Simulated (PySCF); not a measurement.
C4H3N2, SMILES [c]1ncccn1, multiplicity 2. Atoms are numbered in the order given.

```xyz
9

C      0.0000     0.0000     1.3244
N      0.0000     1.1841     0.7808
C      0.0000     1.1891    -0.5569
C      0.0000     0.0000    -1.2848
C      0.0000    -1.1891    -0.5569
N      0.0000    -1.1841     0.7808
H      0.0000     2.1651    -1.0552
H      0.0000     0.0000    -2.3759
H      0.0000    -2.1651    -1.0552
```
Charge 0, spin multiplicity 2.

Geometry optimised at PBE0-D3(BJ)/def2-SVP. The isomer is the one that the SMILES or the coordinates give; other isomers of the formula were not compared.

Level of theory: PBE0/pcH-1 run with PySCF.

Unrestricted Kohn–Sham, ⟨S²⟩ = 0.757. Hyperfine tensors hold the contact and dipolar terms, without spin-orbit corrections.

### Question
Estimate the hyperfine couplings. (Estimate from the structure and the level; the computed values follow.)

### Answer

```csv
nucleus,A(iso) (MHz),A(iso) (G),dipolar principal values (MHz)
13C no. 1,686.8,245.1,"-67.0, -48.8, 115.9"
14N no. 2,95.6,34.1,"-6.8, -1.4, 8.2"
13C no. 3,61.0,21.8,"-7.2, -4.0, 11.2"
13C no. 4,-6.7,-2.4,"-7.3, 2.7, 4.6"
13C no. 5,61.0,21.8,"-7.2, -4.0, 11.2"
14N no. 6,95.6,34.1,"-6.8, -1.4, 8.2"
1H no. 7,-0.1,0.0,"-3.6, -2.7, 6.2"
1H no. 8,17.8,6.3,"-1.4, 0.4, 1.0"
1H no. 9,-0.1,0.0,"-3.6, -2.7, 6.2"
```
